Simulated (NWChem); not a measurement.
BH3; SMILES B

Results from NWChem. Pople sets run with spherical d functions. Structure relaxed at the PBE-D3(BJ)/def2-SVP level. Isotropic polarisability at PBE0/6-31+G*. A Cauchy series cut after its second term is a line in ω².

```csv
row,ω² (10⁻³ Ha²),α (bohr³)
static,0.00,14.70
1065 nm,1.83,withheld
589 nm,5.98,15.08
400 nm,12.97,15.57
```

Q: Fit a straight line of the last column on the one before it, predict the withheld value, and compare with the run.

A: 
1. Means of the 3 shown rows: x = 6.317, y = 15.117. Slope Σ(x − x̄)(y − ȳ)/Σ(x − x̄)² = 5.660/84.28 = 0.06716; intercept 14.692.
2. The shown rows scatter about the line by 0.010 (root mean square); the largest residual is -0.01, at 589 nm.
3. At x = 1.83 (1065 nm; inside the shown range) the line gives 14.81.
4. The run gives 14.81, 0.00 from the line. The intercept estimates α(0), and the slope, 67.2 bohr³/Ha², the next Cauchy moment.
